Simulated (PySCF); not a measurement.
C2H4FGaO, SMILES [Ga]([CH]=C)([F])[OH]. The structure is a stationary point at PBE0-D3(BJ)/def2-SVP. The structure was generated by enumeration; whether it is a known compound was not checked. Other conformers were not sampled.

Computed equilibrium geometry at PBE0-D3(BJ)/def2-SVP (PySCF confirms it by a frequency run) as a Z-matrix, and its point group (one conformer of several):
point group Cs.
```
C
C 1 1.3390
H 2 1.0955 1 122.20
H 1 1.0957 2 119.32 3 180.00
H 2 1.0968 3 116.00 1 180.00
Ga 1 1.9250 4 119.88 2 180.00
F 6 1.7583 1 123.19 4 0.00
O 6 1.7750 7 113.91 1 180.00
H 8 0.9630 6 113.68 7 0.00
```
